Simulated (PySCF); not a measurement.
MO for M along the fourth-period p block

PBE with double-zeta basis sets in PySCF, for the lowest determinant that a PBE0 search found; no spin–orbit coupling. De refers to high-spin ground-configuration atoms. A positive dipole means M(−)O(+).

| M | basis | state (unpaired electrons) | Re (Å) | ωe (cm⁻¹) | De (eV) | μ (D) |
| --- | --- | --- | --- | --- | --- | --- |
| Ga | cc-pVDZ-PP/cc-pVDZ | doublet (σ ↑) | 1.732 | 723 | 4.55 | -3.20 |
| Ge | x2c-SVPall | singlet (closed shell) | 1.646 | 960 | 7.28 | -2.75 |
| As | cc-pVDZ-PP/cc-pVDZ | doublet (π ↑) | 1.664 | 919 | 5.16 | -2.38 |
| Se | def2-SVP | triplet (π ↑↑) | 1.673 | 880 | 5.18 | -1.98 |

The shortest bond is that of GeO (1.646 Å), the longest that of GaO (1.732 Å). GeO is bound most strongly (7.28 eV) and GaO least (4.55 eV).

The rows differ in basis set, which adds steps of its own.

The state changes along the series, so neighbouring rows are not always alike in their bonding.

Spin–orbit coupling is left out. States were picked by a PBE0 search and need not be the measured ground states.
